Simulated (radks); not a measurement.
Results of a calculation; reference values are marked as such.
Task: The mean radii <r> (bohr) of the occupied orbitals of an atom or ion are listed with their occupations. Level of theory: non-relativistic Kohn-Sham, TPSS, spin-polarised, spherical densities, point nucleus; meta-GGA in the generalised Kohn-Sham scheme (a radial shooting solver on a logarithmic mesh with Libxc functionals).

| orbital | occ. | <r> |
|---|---|---|
| 1s up | 1 | 0.03238 |
| 1s down | 1 | 0.03238 |
| 2s up | 1 | 0.1404 |
| 2s down | 1 | 0.1404 |
| 2p up | 3 | 0.1200 |
| 2p down | 3 | 0.1200 |
| 3s up | 1 | 0.3790 |
| 3s down | 1 | 0.3790 |
| 3p up | 3 | 0.3708 |
| 3p down | 3 | 0.3708 |
| 3d up | 5 | 0.3423 |
| 3d down | 5 | 0.3422 |
| 4s up | 1 | 0.8600 |
| 4s down | 1 | 0.8604 |
| 4p up | 3 | 0.8894 |
| 4p down | 2 | 0.8904 |

Name the element and its charge. Open shells, if any, are filled with parallel spins first.

Result: Z = 47, silver, charge +12: Ag12+ in [Ar] 3d10 4s2 4p5. The 1s radius gives Z: for a bare nucleus <r> = 1.5/Z, 0.03191 bohr for Z = 47, and screening makes it slightly larger (0.03238 here). The occupations add up to 35, and the charge is Z minus that.
